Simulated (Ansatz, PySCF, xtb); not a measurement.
Energy difference R1 + R2 → P1 + P2, each structure at its B3LYP-D3(BJ)/def2-TZVP stationary point, reached from a drawn start (curvature not checked).
R1: SiCl4 (SMILES Cl[Si](Cl)(Cl)Cl), charge 0, multiplicity 1.
P1, Cl4Ti (SMILES [Cl][Ti]([Cl])([Cl])[Cl]) (charge 0, multiplicity 1):
```xyz
5

Ti     0.00000     0.00000     0.00000
Cl     1.02069     1.90731     0.24206
Cl     0.53679    -0.87154    -1.92107
Cl     0.59509    -1.34970     1.60075
Cl    -2.15257     0.31392     0.07826
```
R2, Cl3FTi (SMILES [F][Ti]([Cl])([Cl])[Cl]) (charge 0, multiplicity 1):
```xyz
5

Ti    -0.013     0.073    -0.040
Cl     2.124    -0.197     0.293
Cl    -1.054     0.102     1.875
Cl    -0.775    -1.564    -1.261
F     -0.283     1.586    -0.867
```
P2, Cl3FSi (SMILES F[Si](Cl)(Cl)Cl) (charge 0, multiplicity 1):
```xyz
5

Si    -0.03466    -0.02180     0.05130
Cl     0.54843    -1.61921    -1.04858
Cl    -1.22017     1.20246    -1.04288
Cl     1.57550     0.98598     0.75363
F     -0.86911    -0.54732     1.28653
```

```tsv
level	reaction energy (kcal/mol)
GFN1-xTB	-6.61
GFN2-xTB	11.75
HF/def2-SVP	-5.19
HF/def2-QZVPP	-9.32
SVWN5/def2-TZVPP	-6.46
PBE/def2-TZVPP	-5.18
PBE-D3(BJ)/def2-TZVPP	-5.10
PBE-D4/def2-TZVPP	-5.05
BLYP-D3(BJ)/def2-TZVPP	-6.65
BLYP-D4/def2-TZVPP	-6.50
revPBE/def2-TZVPP	-4.72
revPBE-D3(BJ)/def2-TZVPP	-4.45
revPBE-D4/def2-TZVPP	-4.32
r2SCAN/def2-TZVPP	-7.22
r2SCAN-D4/def2-TZVPP	-7.20
B3LYP/def2-TZVPP	-7.74
B3LYP-D3(BJ)/def2-TZVPP	-7.59
B3LYP-D4/def2-TZVPP	-7.50
PBE0/def2-TZVPP	-6.36
PBE0-D4/def2-TZVPP	-6.27
BHLYP-D3(BJ)/def2-TZVPP	-8.65
BHLYP-D4/def2-TZVPP	-8.57
M06-2X/def2-TZVPP	-9.24
CAM-B3LYP/def2-TZVPP	-7.08
CAM-B3LYP-D3(BJ)/def2-TZVPP	-7.08
CAM-B3LYP-D4/def2-TZVPP	-6.99
wB97X-V/def2-TZVPP	-5.24
wB97M-V/def2-TZVPP	-6.24
B2PLYP/def2-TZVPP	-9.15
B2PLYP-D3(BJ)/def2-TZVPP	-9.13
B2PLYP-D4/def2-TZVPP	-9.07
MP2/def2-TZVPP	-9.41
MP2/def2-QZVPP	-9.78
SCS-MP2/def2-TZVPP	-8.84
SCS-MP2/def2-QZVPP	-9.20
CCSD/def2-SVP	-4.01
CCSD/def2-QZVPP	-8.19
CCSD(T)/def2-SVP	-5.74
CCSD(T)/def2-TZVPP	-9.08
CCSD(T)/def2-QZVPP	-9.38
```

P less R. No zero-point or thermal terms; no spin–orbit coupling.

Correlated levels freeze the cores.

Run with Ansatz (Gaussian orbitals); PySCF for M06-2X and the D3/D4 terms; xtb for the GFN methods. All values are computed, each at the level named.

Ansatz is a first-principles code.
